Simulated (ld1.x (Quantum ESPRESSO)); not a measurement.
**What one change does to a pseudopotential (Br (Z = 35), ultrasoft)**

* Element: bromine
* Generator: ld1.x (Quantum ESPRESSO) 7.5
* Type: ultrasoft
* Functional: LDA (PZ)
* Relativity: fully relativistic
* Frozen core: [Ar] 3d10
* Valence charge: 7
* Reference configuration: 4s2 4p5
* Partial waves: 4s (bound): rcut 1.00, rcutus 1.35 bohr; 4s channel at 1.9 Ry: rcut 1.00, rcutus 1.35 bohr; 4p (bound): rcut 1.60, rcutus 1.85 bohr; 4p channel at 0.2 Ry: rcut 1.60, rcutus 1.85 bohr
* Local potential: all-electron potential smoothed inside 1.05 bohr (lloc = -1)
* Core correction: none
* Augmentation charge: built from norm-conserving waves at rcut, not smoothed further

Open shells are filled in proportion to 2j + 1 (rel_dist='average').

Change: functional PBEsol.

Cutoffs: the cutoffs (Ry, on a coarse ladder) from which the occupation-weighted sum of valence levels, in a spherical-Bessel basis at the reference potential, stays within 10 and 1 mRy of its value at 400 Ry; they do not see the model core or the augmentation charge, which bear on the density cutoff. Errors are all-electron minus pseudo energies relative to the spin-unpolarised reference configuration.

Predict the effect on cutoff, ghosts and configuration errors.

The potential gets softer (55 Ry and 70 Ry → 21 Ry and 55 Ry); both files keep a bound ghost (s); of the 7 tests that both files solve, the error grows in 2 and shrinks in 3 by more than 15 % and 0.3 meV (median size 15.4 → 4.1 meV).

```csv
quantity,base,changed
"cutoff, loose",55 Ry,21 Ry
"cutoff, tight",70 Ry,55 Ry
loose cutoff by channel (10 mRy a level),"s 55 Ry, p 12 Ry","s 18 Ry, p 12 Ry"
bound ghosts,s,s
"error for 4s2 4p4, meV [ΔE 12.71 → 12.56 eV]",+2.1,-1.2
"error for 4s2 4p3, meV [ΔE 35.66 → 35.34 eV]",+16,-4.1
"error for 4s2 4p2, meV [ΔE 69.89 → 69.35 eV]",+64,-4.1
"error for 4s2 4p4.5, meV [ΔE 5.15 → 5.08 eV]",+0.4,-0.3
"error for 4s1 4p6, meV [ΔE 12.41 → 12.37 eV]",+15,+24
"error for 4s2 4p5.3, meV [ΔE -2.01 → -1.96 eV]",+0.1,-0.1
"error for 4s1 4p5, meV [ΔE 25.75 → 25.56 eV]",+15,+18
s: phases at 1.99 bohr within 0.05 rad from the reference energy up to (Ry; the scan ends near 5),to the end of the scan,to the end of the scan
p1/2: phases at 1.99 bohr within 0.05 rad from the reference energy up to (Ry; the scan ends near 5),to the end of the scan,to the end of the scan
p3/2: phases at 1.99 bohr within 0.05 rad from the reference energy up to (Ry; the scan ends near 5),to the end of the scan,to the end of the scan
lowest overlap eigenvalue by channel,"s 0.57, p1/2 0.52, p3/2 0.51","s 0.57, p1/2 0.51, p3/2 0.50"
```

 A true bound ghost makes a file unfit for plane-wave use even where its test errors are small: the radial tests pick states by their node count and pass the ghost by.
